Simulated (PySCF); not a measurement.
Isomers C7H6ClOP:

A. `CC(=O)c1pcccc1Cl`
B. `c1(Cl)pccc(C(C)=O)c1`
C. SMILES Cc1cpc(Cl)cc1C=O
D. SMILES Cc1cc(Cl)pc(C=O)c1

Spectrum 1. ¹H NMR (500 MHz, computed): δ 9.25 (m, 1H), 8.94 (m, 1H), 8.49 (m, 1H), 2.72 (s, 3H). ¹³C{¹H} NMR (computed): δ 200.4 (C), 183.6 (C), 167.3 (CH), 141.0 (C), 139.8 (CH), 136.2 (CH), 28.6 (CH3).

Spectrum 2. ¹H NMR (500 MHz, computed): δ 10.19 (m, 1H), 8.76 (m, 1H), 8.13 (m, 1H), 2.74 (s, 3H). ¹³C{¹H} NMR (computed): δ 195.4 (CH), 183.4 (C), 176.6 (C), 149.1 (C), 145.2 (CH), 138.4 (CH), 26.0 (CH3).

Spectrum 3. ¹H NMR (500 MHz, computed): δ 9.26 (m, 1H), 8.02 (m, 1H), 7.72 (m, 1H), 2.95 (s, 3H). ¹³C{¹H} NMR (computed): δ 201.9 (C), 170.4 (CH), 169.9 (C), 150.1 (C), 142.1 (CH), 138.9 (CH), 35.3 (CH3).

Spectrum 4. ¹H NMR (500 MHz, computed): δ 10.74 (s, 1H), 8.88 (m, 1H), 8.87 (m, 1H), 2.93 (s, 3H). ¹³C{¹H} NMR (computed): δ 194.2 (CH), 182.1 (C), 168.9 (CH), 147.2 (C), 139.6 (CH), 137.4 (C), 24.5 (CH3).

How the numbers were obtained: GFN2-xTB geometry, PBE0/pcSseg-1 with gauge-including orbitals, in PySCF 2.14 (a single conformation, no relativistic terms, no solvent, one averaged value for each set of equivalent atoms).

References, each an isolated molecule treated in the same way: ¹H (31.72 ppm) and ¹³C (186.93 ppm) against TMS. Splittings of carbon signals by F and P are missing where no couplings were computed. Where no couplings were computed, multiplicities follow the n + 1 count of equivalent neighbours, and m marks all less simple cases (inequivalent or close neighbours, rings, F or P nearby). Shifts are as computed. Against solution values, carbons near 30 ppm lie about +3 ppm off and those near 130 ppm about +5 ppm; carbons on Cl a further +6 ppm. Of 1211 compounds with measured shifts, 218 miss one by over three times the rms of a fit or turn the order of signals round; such compounds aren't used in these exercises. Carbons bonded to Cl come out too deshielded.

**Question.** Match each spectrum to its structure.

**Answer.** 1–B, 2–D, 3–A, 4–C.

- Spectrum 1 (B): 7 ¹³C signals; δC 200.4 is a ketone carbonyl carbon; δC 139.8 is an aromatic CH.
- Spectrum 2 (D): 7 ¹³C signals; δC 195.4 is an aldehyde carbonyl carbon; δC 138.4 is an aromatic CH.
- Spectrum 3 (A): 7 ¹³C signals; δC 201.9 is a ketone carbonyl carbon; δC 138.9 is an aromatic CH.
- Spectrum 4 (C): 7 ¹³C signals; δC 194.2 is an aldehyde carbonyl carbon; δC 139.6 is an aromatic CH.
